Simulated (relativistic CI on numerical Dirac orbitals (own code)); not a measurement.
# Sn VI: calculation against measurement

Calculated at this level of theory: Dirac-Coulomb-Breit CI, separate exchange-only KLI orbitals for each configuration, model QED, valence Slater integrals scaled by 0.9, configuration energies shifted to the measured levels that pair with them (semi-empirical) (own radial code, finite nucleus).

CI space (outside the closed core [Ar] 3d10): 4s²4p⁶4d⁹, 4s²4p⁶4d⁸5s, 4s²4p⁶4d⁸5p, 4s²4p⁶4d⁸5d, 4s²4p⁶4d⁸4f, 4s²4p⁵4d¹⁰, 4s²4p⁶4d⁷4f², 4s²4p⁶4d⁸6s, 4s²4p⁶4d⁷5s², 4s²4p⁶4d⁸6p, 4s²4p⁶4d⁸5f, 4s²4p⁶4d⁸6d, 4s²4p⁶4d⁷5s5p, 4s4p⁶4d¹⁰, 4s²4p⁶4d⁸5g, 4s²4p⁶4d⁸6f, 4s²4p⁵4d⁹4f, 4s²4p⁶4d⁷5p², 4s²4p⁶4d⁷5s5d, 4s²4p⁶4d⁷4f5s, 4s²4p⁶4d⁷5p5d, 4s²4p⁵4d⁹5s, 4s²4p⁶4d⁷4f5p, 4s4p⁶4d⁹4f. Levels of other configurations are missing.

```
Configuration  Term (tabulated)     J  Measured (cm⁻¹)  Computed  Error  Purity (%)
    4s²4p⁶4d⁹                2D   5/2              0.0         0      0          98
    4s²4p⁶4d⁹                2D   3/2           8715.0      8578   -137          98
  4s²4p⁶4d⁸5s                4F   9/2         217873.0    216963   -910          98
  4s²4p⁶4d⁸5s                4F   7/2         221943.1    220898  -1045          77
  4s²4p⁶4d⁸5s                4F   5/2         226585.5    225568  -1018          91
  4s²4p⁶4d⁸5s                4F   3/2         228086.9    227272   -815          80
  4s²4p⁶4d⁸5s                2F   7/2         230069.5    228674  -1396          76
  4s²4p⁶4d⁸5s                4P   1/2         240213.8    241355   1141          96
  4s²4p⁶4d⁸5s                2D   5/2         246529.8    246384   -146          62
  4s²4p⁶4d⁸5s                2G   9/2         248698.8    248849    150          98
  4s²4p⁶4d⁸5s                2G   7/2         248907.0    249053    146          97
  4s²4p⁶4d⁸5s              2P †   1/2         248997.6    249488    490          97
  4s²4p⁶4d⁸5s              2P †   3/2         249381.2    249629    248          69
  4s²4p⁶4d⁸5s                2S   1/2         283847.9    285356   1508          94
  4s²4p⁶4d⁸5p               4D°   7/2         303941.8    303035   -906          80
  4s²4p⁶4d⁸5p               4D°   5/2         311448.4    310449   -999          80
  4s²4p⁶4d⁸5p               4G°   7/2         313913.0    312978   -935          66
  4s²4p⁶4d⁸5p               4G°  11/2         315238.1    314025  -1213          98
  4s²4p⁶4d⁸5p               4D°   3/2         317515.3    316808   -707          63
  4s²4p⁶4d⁸5p               4F°   9/2         318648.6    317530  -1118          71
  4s²4p⁶4d⁸5p               4D°   1/2         319409.2    318487   -922          87
  4s²4p⁶4d⁸5p               2F°   7/2         319827.8    318875   -953          60
  4s²4p⁶4d⁸5p               4P°   1/2         324074.7    324766    692          85
  4s²4p⁶4d⁸5p               2H°   9/2         333832.6    334091    259          92
  4s²4p⁶4d⁸5p               4D°   1/2         335354.1    336313    959          82
  4s²4p⁶4d⁸5p               2P°   3/2         339433.0    339433      0          62
  4s²4p⁶4d⁸5p               2H°  11/2         342540.9    342345   -196          98
  4s²4p⁶4d⁸5p               2D°   3/2         344338.7    345135    797          73
  4s²4p⁶4d⁸5p               2S°   1/2         344811.6    346166   1354          64
  4s²4p⁶4d⁸5p               2F°   7/2         345680.2    345924    244          56
  4s²4p⁶4d⁸5p               4S°   3/2         347213.1    348574   1360          87
  4s²4p⁶4d⁸5p               2G°   7/2         351018.7    351625    607          87
  4s²4p⁶4d⁸5p               2G°   9/2         352133.8    352719    585          93
  4s²4p⁶4d⁸5d                4D   7/2         440371.7    441033    662          84
  4s²4p⁶4d⁸5d                4H  13/2         443127.8    442937   -190          98
  4s²4p⁶4d⁸5d                4G  11/2         444550.5    444551      0          76
```

Measured levels from Moore, Atomic Energy Levels, vol. III, NSRDS-NBS 35 (1971 reprint of NBS Circular 467, 1958); Atoms 5, 47 (2017), spectrum Sn VI; pairs were made by configuration, J and term (by order where the table uses no LS term), so strongly mixed levels may be paired wrongly. The analysis dates from before 1960.

Mean error by configuration (cm⁻¹): 4s²4p⁶4d⁹ -137; 4s²4p⁶4d⁸5s -238; 4s²4p⁶4d⁸5p -58; 4s²4p⁶4d⁸5d 157. Over the excited levels the mean absolute error is 729 cm⁻¹ (35 of the 69 excited levels that our extract of the source holds in range could be paired, and the others can miss by more), and the median relative error of those above 1,000 cm⁻¹ is 0.29 %, both after the shifts were fitted to these levels, so that a configuration with one level shows no error. † marks terms whose computed intervals miss the measured ones by more than a factor of 2.5, or configurations far off the rest, from wrong mixing, a near crossing or a doubtful label or measurement; they are left out of the means.

Configurations whose levels could be paired with our table of measured levels were shifted onto them, all but the ground configuration, by the median error of their levels; single terms can still be off by 1,000 to 2,000 cm⁻¹ or more, and rates follow the energies as ν³ (E1, M1) or ν⁵ (E2). The others borrow a shift and can be off by several thousand cm⁻¹ or more. 35 of the 69 excited levels that our extract of the measured tables holds in this range could be paired (the sources list more); they are missed by 709 cm⁻¹ on average and 1508 at most, after the shifts were fitted to these levels, and levels without a partner can miss by more.

Shifts applied (cm⁻¹): 4s²4p⁶4d⁹ 0; 4s²4p⁶4d⁸5s -19864; 4s²4p⁶4d⁸5p -21066; 4s²4p⁶4d⁸5d -17656.
